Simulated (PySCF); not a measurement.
Selenium: highly charged ions in a basis for the neutral atom

Se⁵⁺ [Ar] 3d10 4s1, Se⁶⁺ [Ar] 3d10. Computed with PySCF 2.14 in Sapporo-DKH3-DZP-2012, with the spin-free X2C one-electron Hamiltonian (Gaussian nucleus). No spin-orbit coupling, so a gap to NIST mixes the basis error with missing relativistic terms.

Changed run: basis of the neutral atom used for a highly charged ion. This setting is unsound on purpose.

```tsv
species	method	sound run (hartree)	changed run (hartree)	converged
Se⁵⁺	UHF	not run	-2421.83880	yes
Se⁵⁺	TPSS	not run	-2423.33839	yes
Se⁵⁺	B3LYP	not run	-2423.42270	yes
Se⁶⁺	UHF	not run	-2418.87014	yes
Se⁶⁺	TPSS	not run	-2420.30845	yes
Se⁶⁺	B3LYP	not run	-2420.36768	yes
```

Ionisation energy of Se⁵⁺:

| method | changed run (eV) | NIST (eV) |
| --- | --- | --- |
| UHF | 80.781 | 81.83 ± 0.03 |
| TPSS | 82.449 | 81.83 ± 0.03 |
| B3LYP | 83.131 | 81.83 ± 0.03 |

The contracted functions were made for the neutral atom and can be too rigid for a highly charged ion.
